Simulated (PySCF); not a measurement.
Input file for PySCF: R-MP2/6-31G* on C2H6BN (SMILES C=CBN), a point of a torsion scan.

```python
from pyscf import gto, scf, dft, mp
from pyscf.data.elements import chemcore

mol = gto.M(
    atom='''
    C     1.49023524    0.47814639    0.36127936
    C     0.85928625   -0.44819094   -0.35313455
    B    -0.68543854   -0.67048947   -0.32907493
    N    -1.54003315    0.29728411    0.22111677
    H     0.94406646    1.19543275    0.95325590
    H     2.56692751    0.54995583    0.41195911
    H     1.47382144   -1.14484140   -0.91539806
    H    -1.09266819   -1.77142288   -0.43858273
    H    -1.57919310    1.24360497   -0.11986277
    H    -2.48705205    0.00428615    0.42272226
    ''',
    basis='6-31g*',
    cart=True,
    charge=0, spin=0, verbose=3, max_memory=1800)
mf = scf.RHF(mol)
mf.conv_tol = 1e-8
mf.max_cycle = 100
mf.kernel()
if not mf.converged:
    mf = mf.newton().run(mf.mo_coeff, mf.mo_occ)
pt = mp.MP2(mf, frozen=chemcore(mol)).run()
```

It printed:

```
converged SCF energy = -158.366941420864
E(RMP2) = -158.856556607749  E_corr = -0.48961518688497
E(SCS-RMP2) = -158.852611362145  E_corr = -0.48566994128126
```

Self-consistency was reached.

Cost: around 2.0 core-seconds (rough).
